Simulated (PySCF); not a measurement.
CH4O3, SMILES OC(O)O. Atoms are numbered in the order given.

```xyz
8

O     -0.1606     0.7062     1.0927
C      0.3448     0.0213     0.0000
O     -0.0352    -1.3245     0.0000
O     -0.1606     0.7062    -1.0927
H      0.1658     0.2476     1.8780
H      1.4572    -0.0077     0.0000
H     -1.0069    -1.3180     0.0000
H      0.1658     0.2476    -1.8780
```
Charge 0, spin multiplicity 1.

The structure is a stationary point at r2SCAN-D4/def2-SVP. One conformer was computed; it need not be the lowest.

Calculation: PBE/def2-TZVPD (PySCF).

Mulliken values depend strongly on the basis, most of all with diffuse functions as here. ESP charges are fitted to the potential on shells at 1.4 to 2.0 van der Waals radii. Atomic charges (e):

```tsv
atom	ESP fit	Mulliken	meta-Löwdin
O1	-0.52	-0.41	-0.50
C2	0.46	0.32	0.43
O3	-0.62	-0.42	-0.53
O4	-0.52	-0.41	-0.50
H5	0.37	0.29	0.34
H6	0.06	0.07	0.08
H7	0.40	0.25	0.33
H8	0.37	0.29	0.34
```
